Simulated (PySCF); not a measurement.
SMILES CC(C)[Se]C(C)C (GFN2-xTB optimised geometry):

```
21

C     -0.517     1.898     1.337
C     -0.898     1.289     0.000
C     -2.355     1.545    -0.347
Se    -0.594    -0.692     0.000
C      1.413    -0.692     0.000
C      1.943    -1.124     1.356
C      1.917    -1.587    -1.119
H     -1.132     1.479     2.131
H     -0.673     2.976     1.311
H      0.529     1.712     1.572
H     -0.249     1.673    -0.794
H     -2.607     1.093    -1.305
H     -2.542     2.616    -0.405
H     -3.006     1.120     0.416
H      1.683     0.349    -0.202
H      1.550    -0.493     2.150
H      1.655    -2.153     1.562
H      3.031    -1.060     1.369
H      1.527    -1.259    -2.080
H      1.602    -2.616    -0.952
H      3.006    -1.560    -1.156
```

Method: PySCF with CAM-B3LYP/def2-SVP.

Q: What are the frontier orbital energies and the dipole moment?

A: HOMO-2 -9.74 eV, HOMO-1 -9.10 eV, HOMO -7.06 eV, LUMO 1.72 eV, LUMO+1 2.49 eV; dipole moment 1.57 D.

On the same geometry PBE/def2-SVP (PySCF) gives HOMO-2 -7.27 eV, HOMO-1 -6.69 eV, HOMO -4.60 eV, LUMO -0.33 eV, LUMO+1 0.52 eV; dipole moment 1.53 D.

Meta-Löwdin charges at CAM-B3LYP/def2-SVP: C1 -0.28, C2 -0.09, C3 -0.29, Se4 -0.02, C5 -0.09, C6 -0.28, C7 -0.28, H8 0.10, H9 0.09, H10 0.09, H11 0.09, H12 0.10, H13 0.10, H14 0.10, H15 0.09, H16 0.10, H17 0.10, H18 0.09, H19 0.10, H20 0.09, H21 0.09.
